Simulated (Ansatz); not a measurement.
Cost and result for the atomization energy of CH7GeNSi, SMILES `[CH2]1[SiH2][NH][GeH2]1` (11 atoms, 11 bonds).

```
atom    x (Å)    y (Å)    z (Å)
  C1  -0.3639   1.1608  -0.1619
 Si2   1.2832   0.2669   0.0729
  N3   0.4821  -1.2551   0.1800
 Ge4  -1.2386  -0.6018  -0.0308
  H5  -0.5011   1.6498  -1.1259
  H6  -0.6428   1.8515   0.6333
  H7   2.0346   0.6751   1.2961
  H8   2.2278   0.4066  -1.0741
  H9   0.8138  -2.1933   0.3139
 H10  -2.1463  -0.8382   1.1946
 H11  -1.9488  -1.1223  -1.2981
```

The species carries charge 0 and has multiplicity 1. Correlated methods include outer-core shells of Ge, which these sets cover unevenly. Scalar relativity is left out up to krypton. The geometry is a stationary point of PBE0-D4/def2-TZVP. Program: Ansatz. All runs use 4 threads of an Arm Neoverse V1 on a shared host. Times are those of one run each, without the atoms' runs, and a repeat can differ threefold. Electronic energies, without spin–orbit coupling; frozen cores. CCSD(T)/CBS adds CCSD(T) − MP2 in def2-TZVPP to the MP2 limit, and its time is that of the two runs behind it. T1 = 0.011. With those shells the extrapolation isn't a true limit. B3LYP takes the VWN-RPA correlation (the form of Gaussian; ORCA's B3LYP/G).

CCSD(T)/CBS is a level of theory with its own doubt, some kJ/mol a heavy atom from the limit and from the frozen cores, so smaller differences don't rank the functionals.

| level | functions | wall time |
| --- | --- | --- |
| PBE-D4/def2-TZVPP (with forces) | 250 | 3.8 s |
| PBE0-D4/def2-TZVPP | 250 | 5 s |
| r2SCAN-D4/def2-TZVPP (with forces) | 250 | 6 s |
| B2PLYP/def2-TZVPP | 250 | 6.5 s |
| B3LYP-D4/def2-TZVPP (with forces) | 250 | 7 s |
| ωB97X-V/def2-TZVPP | 250 | 10 s |
| ωB97M-V/def2-TZVPP (with forces) | 250 | 15 s |
| MP2/def2-QZVPP | 483 | 34 s |
| CCSD(T)/def2-TZVPP | 250 | 2.9 min |
| CCSD(T)/CBS(def2) | – | 3.5 min |

Question: What atomization energy does each give, and how far from CCSD(T)/CBS? (An estimate is asked.)

Answer: Ansatz gave: 
```tsv
level	atomization (kcal/mol)	difference from CCSD(T)/CBS	per bond
PBE-D4/def2-TZVPP (with forces)	878.6	0.7	0.1
PBE0-D4/def2-TZVPP	870.5	-7.4	-0.7
r2SCAN-D4/def2-TZVPP (with forces)	873.6	-4.3	-0.4
B2PLYP/def2-TZVPP	863.4	-14.5	-1.3
B3LYP-D4/def2-TZVPP (with forces)	872.2	-5.7	-0.5
ωB97X-V/def2-TZVPP	882.1	4.2	0.4
ωB97M-V/def2-TZVPP (with forces)	875.7	-2.2	-0.2
MP2/def2-QZVPP	873.0	-4.9	-0.4
CCSD(T)/def2-TZVPP	855.5	-22.4	-2.0
CCSD(T)/CBS(def2)	877.9	0.0	0.0
```

The D4 term adds +9.9 kcal/mol with B3LYP and +5.1 kcal/mol with PBE0; it sums over pairs of atoms, weighted by their polarisabilities, and B3LYP, whose exchange is more repulsive, gets the larger term. In def2-TZVPP, CCSD(T) changes the Hartree–Fock value by +224.7 kcal/mol (the triples alone add +11.8 kcal/mol) and MP2 by +229.0 kcal/mol; breaking electron pairs costs correlation energy, which Hartree–Fock lacks. From PBE to PBE0 (25 % exact exchange), in def2-TZVPP and without D4, the atomization energy moves by −7.2 kcal/mol: exact exchange takes away binding that semilocal exchange gives to molecules.
